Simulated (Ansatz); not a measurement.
Compare A (`C/C=N\[SiH3]`) with its isomer B (`N=CC[SiH3]`).

Isolated molecules relaxed with PBE0-D4/def2-TZVP in Ansatz; ΔE leaves out vibrations. CCSD(T)/CBS adds triple-zeta CCSD(T) − MP2 to the extrapolated MP2 energy (def2 sets, frozen cores). Functionals use def2-TZVPP. B3LYP here is the variant with VWN-RPA as its local correlation; programs differ in this. One conformer a species, not always the lowest.

A:

Z-matrix (Å, degrees):
```
C
C 1 1.495
H 1 1.095 2 109.6
H 1 1.095 2 109.6 3 116.4
H 1 1.090 2 112.5 3 -121.8
N 2 1.258 1 128.7 3 121.7
H 2 1.101 1 113.8 3 -58.3
Si 6 1.729 2 132.5 1 0.0
H 8 1.484 6 107.0 2 -121.3
H 8 1.495 6 116.9 2 -0.0
H 8 1.484 6 107.1 2 121.2
```

B:

Z-matrix (Å, degrees):
```
C
C 1 1.491
Si 1 1.891 2 111.3
H 1 1.095 2 110.4 3 119.0
H 1 1.094 2 111.0 3 -121.0
N 2 1.264 1 128.1 3 101.6
H 2 1.095 1 115.2 3 -76.4
H 3 1.485 1 109.6 2 -64.5
H 3 1.487 1 109.6 2 175.3
H 3 1.486 1 109.8 2 55.5
H 6 1.023 2 110.9 1 1.7
```

**Question.** Which isomer does CCSD(T)/CBS put lower? Give the gap. (Best estimate.)

**Answer.** Computed: A, by 33.7 kJ/mol.

**Question.** Give E(B) − E(A) in kJ/mol with CCSD(T)/def2-SVP, B3LYP-D4, B2PLYP, HF/def2-TZVPP, B3LYP, CCSD/def2-TZVPP, CCSD(T)/def2-TZVPP. (An estimate is asked.)

**Answer.** Computed: CCSD(T)/def2-SVP 28.1, B3LYP-D4 39.5, B2PLYP 38.4, HF/def2-TZVPP 45.0, B3LYP 39.5, CCSD/def2-TZVPP 33.4, CCSD(T)/def2-TZVPP 32.2. None reverses the order clearly.

**Question.** Does the order hold for the free energy at 298.15 K (harmonic terms from PBE0-D4)? (Best estimate.)

**Answer.** Ansatz gave: Yes: G(B) − G(A) = +35.2 kJ/mol, for one conformer each.

Largest T1 diagnostic: 0.013.

From BLYP to BHLYP (50 % exact exchange), in def2-TZVPP and without D4, E(B) − E(A) moves by +3.2 kJ/mol. In def2-TZVPP, CCSD(T) changes the Hartree–Fock value by −12.8 kJ/mol (the triples alone add −1.1 kJ/mol) and MP2 by −10.4 kJ/mol.
